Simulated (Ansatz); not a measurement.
Basis-set extrapolation for CH$_{3}$FSSi (`FC1[SiH2]S1`) (PBE0-D4/def2-TZVP geometry, frozen core, Ansatz). Multiplicity 1, RHF reference.

|  | def2-TZVPP | def2-QZVPP |
| --- | --- | --- |
| HF | -825.573235 | -825.599465 |
| MP2 correlation | -0.704549 | -0.764713 |
| CCSD(T) correlation | -0.769751 | not run |

Energies in hartree. Use E(X) = E(∞) + A·exp(−7.88·√X) for Hartree–Fock and E(X) = E(∞) + B·X^(−2.97) for correlation, with X = 3 and 4, and add CCSD(T) minus MP2 of the smaller set to the MP2 limit.

What is the CCSD(T) energy at the basis-set limit?

HF limit: -825.599465 + (-0.026230) × 0.13774 = -825.60308. MP2 limit: -0.764713 + (-0.060164) × 0.74074 = -0.80928. Higher-order term: -0.769751 − (-0.704549) = -0.06520. Total: -826.47756 hartree, 84.4 kcal/mol below CCSD(T)/def2-TZVPP.
